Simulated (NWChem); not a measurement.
**Total energies of bromine (Br₂)**

```
Br
Br 1 2.2983
```
Charge 0, spin multiplicity 1.

All runs are NWChem calculations. The geometry was optimised at PBE0/def2-SVP, a minimum by its harmonic frequencies.

Basis set: STO-3G (36 functions).

| method | total energy (Ha) |
|---|---|
| RHF | -5089.32779 |
| MP2 | -5089.34448 |
| B2PLYP | -5091.35185 |
| PBE | -5091.11850 |
| B3LYP | -5091.97250 |
| M06-2X | -5092.05893 |
| CCSD(T) | -5089.35257 |

Total energies of different functionals aren't comparable as a measure of quality: only differences taken within one method are. 

The Hamiltonian is non-relativistic. The correlated methods keep 18 core orbitals frozen. B3LYP has NWChem's definition, with VWN1-RPA local correlation. No row is a measurement; the coupled-cluster row has its own basis-set and correlation limits.
